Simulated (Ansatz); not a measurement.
`C[S][Al]([F])[F]` + `C=CC1CC1` → `[F][Al]([F])[CH]1CC1` + `C=CSC`  (formal exchange of groups at the Al–S bond)

Computed with Ansatz on PBE0-D4/def2-TZVP structures; ΔE is electronic, products minus reactants. CCSD(T)/CBS is the MP2 limit (def2-TZVPP, def2-QZVPP) plus CCSD(T) − MP2 in def2-TZVPP, frozen cores. DFT in def2-TZVPP. B3LYP here is the variant with VWN-RPA as its local correlation; programs differ in this. Each species was taken in one conformer, which may not be the lowest.

`C[S][Al]([F])[F]`:

```xyz
8

C    -1.108    0.390   -0.731
S    -0.850   -0.214    0.976
Al    1.275   -0.499    0.986
F     2.042   -1.055    2.321
F     2.164   -0.158   -0.352
H    -1.750   -0.317   -1.251
H    -1.602    1.359   -0.675
H    -0.171    0.494   -1.274
```

`C=CC1CC1`:

Cartesian coordinates in Å:
```
C -0.594 -1.613 -1.475
C 0.062 -0.957 -0.524
C -0.288 0.375 -0.020
C -0.069 0.696 1.436
C 0.809 1.316 0.405
H -0.281 -2.597 -1.800
H -1.466 -1.186 -1.959
H 0.933 -1.421 -0.063
H -1.155 0.830 -0.486
H 0.347 -0.087 2.058
H -0.808 1.316 1.928
H 1.829 0.960 0.320
H 0.682 2.368 0.181
```

`[F][Al]([F])[CH]1CC1`:

Z-matrix (Å, degrees):
```
C
C 1 1.521
Al 1 1.906 2 120.4
C 1 1.521 2 58.3 3 109.2
H 1 1.086 2 113.9 3 -146.5
H 2 1.084 1 118.7 3 -1.2
H 2 1.083 1 116.8 3 141.9
F 3 1.643 1 123.5 2 -146.0
F 3 1.646 1 119.6 2 34.0
H 4 1.084 1 118.7 2 -108.1
H 4 1.083 1 116.8 2 108.9
```

`C=CSC`:

Cartesian coordinates in Å:
```
C 0.188 1.996 -0.699
C -0.031 0.699 -0.516
S -0.699 0.014 0.940
C -0.118 -1.682 0.799
H 0.532 2.364 -1.658
H 0.020 2.724 0.086
H 0.152 -0.013 -1.317
H 0.968 -1.738 0.876
H -0.561 -2.235 1.627
H -0.452 -2.130 -0.138
```

```csv
level,ΔE (kJ/mol),difference from CCSD(T)/CBS
r2SCAN-D4,103.7,-1.7
B3LYP-D4,101.6,-3.8
ωB97X-V,103.9,-1.5
PBE0,103.0,-2.4
B3LYP,101.1,-4.3
MP2/def2-TZVPP,104.4,-1.0
SCS-MP2/def2-TZVPP,104.3,-1.1
CCSD(T)/def2-TZVPP,104.8,-0.6
HF/CBS(def2),116.9,11.5
CCSD/CBS(def2),107.6,2.2
CCSD(T)/CBS,105.4,0
```

Largest T1 diagnostic among the species: 0.012.

From PBE to PBE0 (25 % exact exchange), in def2-TZVPP and without D4, ΔE moves by +6.3 kJ/mol. In def2-TZVPP, CCSD(T) changes the Hartree–Fock value by −12.4 kJ/mol (the triples alone add −2.1 kJ/mol) and MP2 by −12.8 kJ/mol.
